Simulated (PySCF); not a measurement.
Geometry:
| atom | x (Å) | y (Å) | z (Å) |
| --- | --- | --- | --- |
| Si1 | 1.152 | -1.180 | -1.149 |
| H2 | 1.454 | -2.625 | -0.900 |
| H3 | 1.858 | -0.761 | -2.401 |
| Si4 | 1.889 | 0.128 | 0.675 |
| H5 | 2.511 | -0.747 | 1.719 |
| H6 | 2.911 | 1.123 | 0.222 |
| Si7 | 0.009 | 1.237 | 1.581 |
| H8 | -0.191 | 0.824 | 3.006 |
| H9 | 0.212 | 2.720 | 1.544 |
| Si10 | -1.883 | 0.652 | 0.289 |
| H11 | -2.926 | 0.016 | 1.155 |
| H12 | -2.473 | 1.875 | -0.339 |
| Si13 | -1.177 | -0.862 | -1.383 |
| H14 | -1.482 | -0.310 | -2.741 |
| H15 | -1.895 | -2.167 | -1.233 |

Geometry: PBE0-D3(BJ)/def2-SVP; GIAO absolute shieldings from PySCF, gas phase, non-relativistic, averaged over equivalent atoms.

At wB97X-D/pcSseg-1 (170 basis functions, 60 s wall time on 1 thread of an Intel Xeon, shared host):
```csv
atoms,σ (ppm)
Si1/Si4/Si7/Si10/Si13,458.2
H2/H3/H5/H6/H8/H9/H11/H12/H14/H15,27.81
```

Problem. Estimate the result of repeating the calculation with PBE0/pcSseg-1.

Solution. 
| atoms | σ at PBE0/pcSseg-1 | change |
| --- | --- | --- |
| Si1/Si4/Si7/Si10/Si13 | 456.1 | -2.1 |
| H2/H3/H5/H6/H8/H9/H11/H12/H14/H15 | 27.64 | -0.17 |

The largest change is at Si1/Si4/Si7/Si10/Si13 (silicon bonded to 2 Si, 2 H). Cost: 170 basis functions, 81 s wall time on 1 thread of an Intel Xeon, shared host.
